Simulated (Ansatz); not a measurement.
Species: C2H5Br, SMILES `CCBr` (charge 0, multiplicity 1).

Question: Give a relaxed geometry from B3LYP-D3(BJ)/def2-TZVP (Ansatz, a first-principles code).

Answer: the end point of this relaxation (outside a Z-matrix the atoms follow the SMILES, hydrogens last).
Bonds (Å): C1–C2 1.511, C1–H4 1.090, C1–H5 1.094, C1–H6 1.090, C2–Br3 1.977, C2–H7 1.086, C2–H8 1.086. Angles (°): C2–C1–H4 111.3, C2–C1–H5 109.2, C2–C1–H6 111.3, H4–C1–H5 108.3, H4–C1–H6 108.4, H5–C1–H6 108.3, C1–C2–Br3 111.6, C1–C2–H7 112.6, C1–C2–H8 112.6, Br3–C2–H7 104.9, Br3–C2–H8 104.9, H7–C2–H8 109.5.
